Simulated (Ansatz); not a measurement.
Relaxation of BiCl₂F (4 atoms, charge 0, multiplicity 1), to a largest force component of 0.02 eV/Å in at most 40 steps.

Computed with RKS PBE-D4/def2-SVP in Ansatz 0.2.0.

```xyz
4
Properties=species:S:1:pos:R:3:forces:R:3
F -0.544 0.112 1.702 -0.30 -0.56 -0.33
Bi -0.501 -0.905 -0.110 0.49 1.39 0.45
Cl 1.933 -0.492 -0.233 0.14 -0.45 -0.07
Cl -0.831 1.224 -1.379 -0.33 -0.38 -0.05
```

**Question.** Where does it end, and by what steps?

**Answer.** The run converged. After 3 steps the energy has fallen by 0.200 eV; Cl3 moved furthest, 0.21 Å.

| step | energy less start (eV) | largest force component (eV/Å) | accepted |
| --- | --- | --- | --- |
| 0 | 0.0000 | 1.387 | yes |
| 1 | -0.1974 | 0.189 | yes |
| 2 | -0.2001 | 0.044 | yes |
| 3 | -0.2004 | 0.016 | yes |

```xyz
4
Properties=species:S:1:pos:R:3
F -0.632 0.075 1.761
Bi -0.396 -0.745 -0.105
Cl 2.077 -0.641 -0.230
Cl -0.993 1.251 -1.446
```

Whether the end is a true minimum wasn't checked by a vibrational analysis.

Run time: 10 s on 1 thread of Arm Neoverse V1, on a shared host, peak memory 0.13 GiB.
